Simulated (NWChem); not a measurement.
System: BHCl, doublet; SMILES [BH]Cl

The following NWChem deck was run.

```
start job
memory heap 200 mb stack 900 mb global 1100 mb
geometry units angstroms noautoz
  B      0.132808     1.202989     0.000000
  Cl     0.022959    -0.512221     0.000000
  H     -0.831785     1.928546     0.000000
end
basis spherical
  B library sto-3g
  Cl library sto-3g
  H library sto-3g
end
dft
  odft
  mult 2
  xc hfexch
  iterations 150
  mulliken
end
task dft gradient
```

NWChem printed, in part:

```
             Northwest Computational Chemistry Package (NWChem) 7.3.0
             --------------------------------------------------------

 CS  symmetry detected

                             Geometry "geometry" -> ""
                             -------------------------

 Output coordinates in angstroms (scale by  1.889725989 to convert to a.u.)

  No.       Tag          Charge          X              Y              Z
 ---- ---------------- ---------- -------------- -------------- --------------
    1 B                    5.0000     0.13140304     1.23536612     0.00000000
    2 Cl                  17.0000     0.01007629    -0.47907022     0.00000000
    3 H                    1.0000    -0.82831207     1.96736307     0.00000000

 Effective nuclear repulsion energy (a.u.)      31.8413141137

      Symmetry information
      --------------------

 Group name             Cs
 Group number              2
 Group order               2
 No. of unique centers     3

  xc_inp: hfexch multiplicative factor not found.

                                 NWChem DFT Module
                                 -----------------

 Summary of "ao basis" -> "ao basis" (spherical)
 ------------------------------------------------------------------------------
       Tag                 Description            Shells   Functions and Types
 ---------------- ------------------------------  ------  ---------------------
 B                           sto-3g                  3        5   2s1p
 Cl                          sto-3g                  5        9   3s2p
 H                           sto-3g                  1        1   1s

      Symmetry analysis of basis
      --------------------------

        a'         12
        a"          3

            General Information
            -------------------
          SCF calculation type: DFT
          Wavefunction type:  spin polarized.
          No. of atoms     :     3
          No. of electrons :    23
           Alpha electrons :    12
            Beta electrons :    11
          Charge           :     0
          Spin multiplicity:     2
          Use of symmetry is: on ; symmetry adaption is: on
          Maximum number of iterations: 150
          AO basis - number of functions:    15
                     number of shells:     9
          Convergence on energy requested:  1.00D-06
          Convergence on density requested:  1.00D-05
          Convergence on gradient requested:  5.00D-04

              XC Information
              --------------
                     Hartree-Fock (Exact) Exchange  1.000

      Superposition of Atomic Density Guess
      -------------------------------------

 Sum of atomic energies:        -479.17591154

      Non-variational initial energy
      ------------------------------

 Total energy =    -479.247403
 1-e energy   =    -726.255394
 2-e energy   =     215.166678
 HOMO         =       0.080101
 LUMO         =       0.235708

   Symmetry analysis of molecular orbitals - initial alpha
   -------------------------------------------------------

  Numbering of irreducible representations:

     1 a'          2 a"

  Orbital symmetries:

     1 a'          2 a'          3 a'          4 a'          5 a"
     6 a'          7 a'          8 a'          9 a'         10 a"
    11 a'         12 a'         13 a"         14 a'         15 a'

   Symmetry analysis of molecular orbitals - initial beta
   ------------------------------------------------------

  Numbering of irreducible representations:

     1 a'          2 a"

  Orbital symmetries:

     1 a'          2 a'          3 a'          4 a'          5 a"
     6 a'          7 a'          8 a'          9 a'         10 a"
    11 a'         12 a'         13 a"         14 a'         15 a'

     ---------------------------------------------
      Total Density - Mulliken Population Analysis
     ---------------------------------------------

    Atom       Charge   Shell Charges
 -----------   ------   -------------------------------------------------------
    1 B    5     4.49   1.99  1.35  1.15
    2 Cl  17    17.43   2.00  2.00  5.99  1.95  5.49
    3 H    1     1.08   1.08

     --------------------------------------------
      Spin Density - Mulliken Population Analysis
     --------------------------------------------

    Atom       Charge   Shell Charges
 -----------   ------   -------------------------------------------------------
    1 B    5     0.78   0.00  0.27  0.51
    2 Cl  17     0.08   0.00  0.00  0.00  0.00  0.08
    3 H    1     0.14   0.14

   convergence    iter        energy       DeltaE   RMS-Dens  Diis-err
 ---------------- ----- ----------------- --------- --------- ---------
 d= 0,ls=0.0,diis     1   -479.4196419752 -5.11D+02  2.72D-02  3.86D-02
                                                     1.76D-02  3.50D-02
 d= 0,ls=0.0,diis     2   -479.4657634495 -4.61D-02  8.57D-03  3.05D-03
                                                     6.11D-03  4.26D-03
 d= 0,ls=0.0,diis     3   -479.4717416539 -5.98D-03  6.44D-03  8.11D-04
                                                     3.77D-03  6.61D-04
 d= 0,ls=0.0,diis     4   -479.4733832829 -1.64D-03  1.85D-03  8.66D-05
                                                     1.61D-03  8.58D-05
 d= 0,ls=0.0,diis     5   -479.4735835920 -2.00D-04  6.71D-04  6.99D-06
                                                     5.97D-04  8.09D-06
  Resetting Diis
 d= 0,ls=0.0,diis     6   -479.4736009583 -1.74D-05  9.58D-05  2.42D-07
                                                     9.93D-05  4.17D-07
 d= 0,ls=0.0,diis     7   -479.4736016093 -6.51D-07  1.77D-05  2.50D-08
                                                     1.04D-05  1.23D-08
 d= 0,ls=0.0,diis     8   -479.4736016360 -2.67D-08  1.60D-05  6.20D-09
                                                     1.05D-05  3.83D-09
 d= 0,ls=0.0,diis     9   -479.4736016461 -1.01D-08  2.76D-06  3.04D-10
                                                     2.91D-06  3.35D-10

         Total DFT energy =     -479.473601646114
      One electron energy =     -726.133814112049
           Coulomb energy =      246.722272913706
    Exchange-Corr. energy =      -31.903374561440
 Nuclear repulsion energy =       31.841314113670

 Numeric. integr. density =        0.000000000000

                  Occupations of the irreducible representations
                  ----------------------------------------------

                     irrep           alpha         beta
                     --------     --------     --------
                     a'               10.0          9.0
                     a"                2.0          2.0

                    DFT Final Alpha Molecular Orbital Analysis
                    ------------------------------------------

 Vector   10  Occ=1.000000D+00  E=-4.514760D-01  Symmetry=a'
              MO Center=  1.2D-01,  9.2D-02, -1.1D-15, r^2= 1.8D+00
   Bfn.  Coefficient  Atom+Function         Bfn.  Coefficient  Atom+Function
  ----- ------------  ---------------      ----- ------------  ---------------
    12      0.670869  2 Cl px                13     -0.485482  2 Cl py
     4      0.317243  1 B  py                 3      0.263983  1 B  px
     2      0.227641  1 B  s                  8     -0.182479  2 Cl px
    15      0.151895  3 H  s                  9      0.137365  2 Cl py
    11      0.123620  2 Cl s                  1     -0.058320  1 B  s

 Vector   11  Occ=1.000000D+00  E=-4.335885D-01  Symmetry=a"
              MO Center=  1.9D-02, -3.5D-01,  1.3D-15, r^2= 1.1D+00
   Bfn.  Coefficient  Atom+Function         Bfn.  Coefficient  Atom+Function
  ----- ------------  ---------------      ----- ------------  ---------------
    14      0.970133  2 Cl pz                10     -0.263650  2 Cl pz
     5      0.207828  1 B  pz

 Vector   12  Occ=1.000000D+00  E=-3.047709D-01  Symmetry=a'
              MO Center=  2.3D-01,  7.9D-01, -8.3D-17, r^2= 1.9D+00
   Bfn.  Coefficient  Atom+Function         Bfn.  Coefficient  Atom+Function
  ----- ------------  ---------------      ----- ------------  ---------------
     3      0.657751  1 B  px                12     -0.634525  2 Cl px
     2      0.476304  1 B  s                 15     -0.274795  3 H  s
     4      0.204459  1 B  py                13     -0.180464  2 Cl py
     8      0.164827  2 Cl px                 1     -0.107329  1 B  s
     9      0.048260  2 Cl py

 Vector   13  Occ=0.000000D+00  E= 2.037230D-01  Symmetry=a"
              MO Center=  1.2D-01,  1.1D+00,  9.1D-23, r^2= 1.2D+00
   Bfn.  Coefficient  Atom+Function         Bfn.  Coefficient  Atom+Function
  ----- ------------  ---------------      ----- ------------  ---------------
     5      0.992616  1 B  pz                14     -0.380143  2 Cl pz
    10      0.093367  2 Cl pz

 Vector   14  Occ=0.000000D+00  E= 4.995693D-01  Symmetry=a'
              MO Center= -2.1D-02,  5.6D-01,  2.1D-18, r^2= 1.3D+00
   Bfn.  Coefficient  Atom+Function         Bfn.  Coefficient  Atom+Function
  ----- ------------  ---------------      ----- ------------  ---------------
    13     -0.922434  2 Cl py                 4     -0.913959  1 B  py
     2      0.879940  1 B  s                 11     -0.626087  2 Cl s
     3     -0.293398  1 B  px                15     -0.247551  3 H  s
     9      0.202669  2 Cl py                 1     -0.174097  1 B  s
     7      0.069329  2 Cl s                  6     -0.027658  2 Cl s

 Vector   15  Occ=0.000000D+00  E= 6.869097D-01  Symmetry=a'
              MO Center= -4.0D-01,  1.6D+00,  3.5D-18, r^2= 1.0D+00
   Bfn.  Coefficient  Atom+Function         Bfn.  Coefficient  Atom+Function
  ----- ------------  ---------------      ----- ------------  ---------------
    15      1.195881  3 H  s                  3      0.773051  1 B  px
     4     -0.731130  1 B  py                 2     -0.649806  1 B  s
    12     -0.162880  2 Cl px                13     -0.136353  2 Cl py
    11     -0.120514  2 Cl s                  1      0.115767  1 B  s
     8      0.036430  2 Cl px                 9      0.026773  2 Cl py

                     DFT Final Beta Molecular Orbital Analysis
                     -----------------------------------------

 Vector    9  Occ=1.000000D+00  E=-4.850568D-01  Symmetry=a'
              MO Center= -1.6D-01,  3.1D-01,  2.1D-16, r^2= 2.2D+00
   Bfn.  Coefficient  Atom+Function         Bfn.  Coefficient  Atom+Function
  ----- ------------  ---------------      ----- ------------  ---------------
    13      0.616818  2 Cl py                 4     -0.345158  1 B  py
    15     -0.346556  3 H  s                 12      0.324680  2 Cl px
    11     -0.242935  2 Cl s                  3      0.188232  1 B  px
     9     -0.176862  2 Cl py                 8     -0.090535  2 Cl px
     7      0.044435  2 Cl s

 Vector   10  Occ=1.000000D+00  E=-4.345661D-01  Symmetry=a"
              MO Center=  1.7D-02, -3.8D-01, -6.1D-16, r^2= 1.1D+00
   Bfn.  Coefficient  Atom+Function         Bfn.  Coefficient  Atom+Function
  ----- ------------  ---------------      ----- ------------  ---------------
    14      0.983169  2 Cl pz                10     -0.266793  2 Cl pz
     5      0.172022  1 B  pz

 Vector   11  Occ=1.000000D+00  E=-4.141821D-01  Symmetry=a'
              MO Center= -1.1D-02, -2.1D-01,  5.1D-16, r^2= 1.5D+00
   Bfn.  Coefficient  Atom+Function         Bfn.  Coefficient  Atom+Function
  ----- ------------  ---------------      ----- ------------  ---------------
    12      0.938385  2 Cl px                 8     -0.252943  2 Cl px
    13     -0.235900  2 Cl py                15      0.221913  3 H  s
     2      0.131856  1 B  s                  4      0.127369  1 B  py
     9      0.064807  2 Cl py                 1     -0.046102  1 B  s
     3      0.034116  1 B  px

 Vector   12  Occ=0.000000D+00  E= 2.614945D-01  Symmetry=a"
              MO Center=  1.3D-01,  1.1D+00, -6.5D-16, r^2= 1.1D+00
   Bfn.  Coefficient  Atom+Function         Bfn.  Coefficient  Atom+Function
  ----- ------------  ---------------      ----- ------------  ---------------
     5      0.999444  1 B  pz                14     -0.345036  2 Cl pz
    10      0.083790  2 Cl pz

 Vector   13  Occ=0.000000D+00  E= 2.619060D-01  Symmetry=a'
              MO Center=  4.8D-01,  1.3D+00,  6.3D-16, r^2= 1.1D+00
   Bfn.  Coefficient  Atom+Function         Bfn.  Coefficient  Atom+Function
  ----- ------------  ---------------      ----- ------------  ---------------
     2      0.755145  1 B  s                  3      0.671926  1 B  px
    15     -0.263444  3 H  s                 12     -0.257348  2 Cl px
    13     -0.230426  2 Cl py                 4      0.214084  1 B  py
     1     -0.184455  1 B  s                 11     -0.120556  2 Cl s
     8      0.062675  2 Cl px                 9      0.056461  2 Cl py

 Vector   14  Occ=0.000000D+00  E= 5.334072D-01  Symmetry=a'
              MO Center= -7.7D-02,  6.7D-01, -4.5D-18, r^2= 1.3D+00
   Bfn.  Coefficient  Atom+Function         Bfn.  Coefficient  Atom+Function
  ----- ------------  ---------------      ----- ------------  ---------------
     2      0.884150  1 B  s                 13     -0.869810  2 Cl py
     4     -0.864657  1 B  py                11     -0.603605  2 Cl s
     3     -0.427439  1 B  px                15     -0.352063  3 H  s
     9      0.189682  2 Cl py                 1     -0.171020  1 B  s
     7      0.066040  2 Cl s                  6     -0.026470  2 Cl s

     ---------------------------------------------
      Total Density - Mulliken Population Analysis
     ---------------------------------------------

    Atom       Charge   Shell Charges
 -----------   ------   -------------------------------------------------------
    1 B    5     4.73   1.99  1.10  1.64
    2 Cl  17    17.22   2.00  2.00  5.99  1.96  5.28
    3 H    1     1.04   1.04

     --------------------------------------------
      Spin Density - Mulliken Population Analysis
     --------------------------------------------

    Atom       Charge   Shell Charges
 -----------   ------   -------------------------------------------------------
    1 B    5     1.00   0.00  0.30  0.70
    2 Cl  17    -0.00   0.00  0.00  0.00 -0.00 -0.00
    3 H    1     0.01   0.01

     -------------------------------------------
      Total Density - Lowdin Population Analysis
     -------------------------------------------

    Atom       Charge   Shell Charges
 -----------   ------   -------------------------------------------------------
    1 B    5     4.86   1.98  1.10  1.78
    2 Cl  17    17.09   2.00  2.00  5.98  1.87  5.25
    3 H    1     1.05   1.05

     ------------------------------------------
      Spin Density - Lowdin Population Analysis
     ------------------------------------------

    Atom       Charge   Shell Charges
 -----------   ------   -------------------------------------------------------
    1 B    5     0.99   0.01  0.28  0.70
    2 Cl  17     0.01   0.00  0.00  0.00  0.00  0.01
    3 H    1     0.01   0.01

   alpha - beta orbital overlaps
   -----------------------------

   alpha      1      2      3      4      5      6      7      8      9     10
    beta      1      2      3      5      4      6      7      8      9     11
 overlap   1.000  1.000  0.945  0.945  1.000  1.000  0.999  0.970  0.957  0.884

   alpha     11     12     13     14     15
    beta     10     13     12     14     15
 overlap   0.999  0.898  0.999  0.991  0.994

[...]

                         DFT ENERGY GRADIENTS

    atom               coordinates                        gradient
                 x          y          z           x          y          z
   1 B       0.248316   2.334503   0.000000    0.016333  -0.048344   0.000000
   2 Cl      0.019041  -0.905311   0.000000    0.003861   0.029814   0.000000
   3 H      -1.565283   3.717777   0.000000   -0.020194   0.018530   0.000000
```

Level: UHF/STO-3G. In the optimisation the excess spin sits in a' (Cs, its own frame). Coordinates come from a PBE0/def2-SVP, spin-unrestricted optimisation. No stability test was run on the SCF state.
